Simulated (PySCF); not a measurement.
Si(AsH2)(F)(OH)2 (AsFH4O2Si), SMILES [Si](F)(O)(O)[AsH2].

Geometry: ωB97X-D3(BJ)/def2-SVP. Other conformers were not sampled.

Level of theory: CAM-B3LYP/def2-TZVP run with PySCF.

The molecule is in vacuum.

The total energy is -2778.43816 hartree, the highest occupied level comes out as -9.07 eV and the lowest empty level is 1.08 eV. The orbital gap is 10.15 eV. The dipole moment is 1.24 D and the quadrupole, principal values (traceless, Buckingham form, about the centre of nuclear charge) is -6.89, 2.54, 4.34 D·Å. The mean static polarisability comes out as 59.2 bohr³ (8.77 Å³). The polarisability, principal values is 52.6, 55.9, 69.0 bohr³.
